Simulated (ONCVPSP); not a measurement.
# How hard is this In ONCV potential?

ONCVPSP 4.0.1 input, shortened (lines: element, Z, core and valence counts, functional; n l f; lmax; l rc ep ncon nbas qcut; lloc lpopt rc5 dvloc0; l nproj debl; icmod fcfact rcfact), PBE, scalar-relativistic:

```
  In 49.00    9    1        4      upf
    1    0    2.00
    2    0    2.00
    2    1    6.00
    3    0    2.00
    3    1    6.00
    3    2   10.00
    4    0    2.00
    4    1    6.00
    4    2   10.00
    5    0    1.00
    1
    0    2.10    0.00    3    6    2.90
    1    2.25    0.20    4    7    3.30
    4    5    2.05    4.00
    0    1    2.20
    1    2    0.70
    1    0.30    0.00
```

In the p channel the program set the typed energies aside and used 0.050, 0.750 Ha.

Task: For each optimised wave give the share of its norm inside rc, the residual kinetic energy above qcut (Ha) and the cutoffs (Ha) for errors of 10, 1, 0.1 and 0.01 mHa per electron.

Result:

```csv
wave,norm inside rc,residual KE,10 mHa,1 mHa,0.1 mHa,0.01 mHa
5s,0.417,4.4e-03,3.5,10.0,20.9,43.6
p projector 1,0.164,2.0e-03,3.4,6.8,23.5,28.9
p projector 2,0.109,3.5e-03,4.3,7.9,33.5,41.5
```

The occupied waves need 10.0 Ha and 21 Ha for 1 and 0.1 mHa.
